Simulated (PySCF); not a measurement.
C2F4, charge -1, doublet, at a GFN2-xTB geometry (a state made from the parent by changing its charge; the spin is typed, not shown lowest) (in this run its highest filled SCF level lies above zero, so its values depend strongly on the basis, on diffuse functions most of all). Base run: PySCF with B3LYP/6-31G.

PySCF was given this input:
```python
from pyscf import gto, scf, dft

mol = gto.M(
    atom='''
F    -1.40208683   -0.30199118    1.13699616
C    -0.67438902   -0.33860083   -0.04056124
F    -1.47330388    0.40107555   -0.99534071
C     0.69883674   -0.27984565    0.06640714
F     1.42526080   -0.28423375   -1.11249685
F     1.43383143    0.59744702    0.95361079
''',
    basis='6-31g',
    charge=-1,
    spin=1,
    verbose=3,
)

mf = dft.UKS(mol)
mf.xc = 'b3lyp'
mf.kernel()
```

The base run was repeated with changes; each row names its change, and settings that it needs were set with it.

| change | E (Eh) | HOMO (eV) | <S^2> | core-seconds (rough) |
|---|---|---|---|---|
| base | -475.37225 | 1.58 | 0.760 | 3 |
| functional = mn15 | -474.94895 | 0.73 | 0.757 | 5 |
| functional = pw6b95 | -475.88560 | 1.11 | 0.761 | 4 |
| functional = pbe; dispersion = d3bj | -474.92010 | 3.02 | 0.754 | 4 |
| functional = bp86 | -475.38033 | 2.89 | 0.754 | 3 |
| functional = blyp; dispersion = d3zero | -475.32449 | 3.21 | 0.754 | 3 |
| functional = blyp; dispersion = d3bjm | -475.33072 | 3.21 | 0.754 | 3 |
| functional = pbe | -474.91718 | 3.02 | 0.754 | 3 |
| functional = tpss | -475.42127 | 2.73 | 0.757 | 6 |
| functional = wb97x | -475.26584 | -1.17 | 0.765 | 6 |
| functional = pbe0 | -474.91068 | 1.20 | 0.763 | 3 |
| functional = wb97x_v | -475.21235 | -1.13 | 0.765 | 100 |
| functional = blyp | -475.32182 | 3.21 | 0.754 | 3 |

Total energies compare only within one method and basis.

Open shells are given as the SCF converged; they aren't shown to be the lowest states, and a large step between rows can be another state.
